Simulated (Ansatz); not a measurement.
Coupled-cluster diagnostics for Ge(OEt)2Me2 (C6H16GeO2), Ansatz.

Geometry of the singlet (PBE-D4/def2-SVP):

```xyz
25

Ge    0.392    0.816   -0.620
O    -1.399    0.730   -0.763
C    -2.164    0.167    0.296
C    -3.590   -0.048   -0.186
H    -1.723   -0.803    0.629
H    -2.166    0.842    1.189
H    -4.222   -0.473    0.620
H    -4.038    0.912   -0.514
H    -3.605   -0.743   -1.050
O     0.883   -0.895   -0.293
C     1.917   -1.260    0.604
C     1.683   -2.687    1.083
H     2.915   -1.193    0.102
H     1.967   -0.574    1.486
H     2.503   -3.020    1.752
H     0.724   -2.761    1.635
H     1.632   -3.379    0.218
C     0.919    1.969    0.879
H     2.021    2.055    0.952
H     0.530    1.571    1.837
H     0.496    2.979    0.718
C     0.996    1.371   -2.385
H     0.562    2.357   -2.643
H     0.663    0.626   -3.132
H     2.101    1.443   -2.414
```

Correlated methods freeze 17 core orbitals; core or outer-core shells of Ge are correlated, in sets that lack core-valence functions.

Question: Estimate the CCSD(T) correlation energy, the shares of MP2 and (T), T1 and the reference's ⟨S²⟩ for: charge 0, singlet, own geometry in def2-TZVP; and the rough time on 2 threads of AMD EPYC 7R13 on a shared host and a share (18 GiB) of an NVIDIA H100 80GB HBM3.

Answer: 
```csv
state,basis,correlation (eV),MP2 share (%),(T) share (%),T1,⟨S²⟩ (pure),wall time
"charge 0, singlet, own geometry",def2-TZVP,-51.629,92.1,3.7,0.011,0.00 (0.00),20 s
```
Customary marks for T1 are 0.02 (closed shells), 0.045 (open shells) and about 0.05 (3d metals). T1 stays under 0.02 throughout.
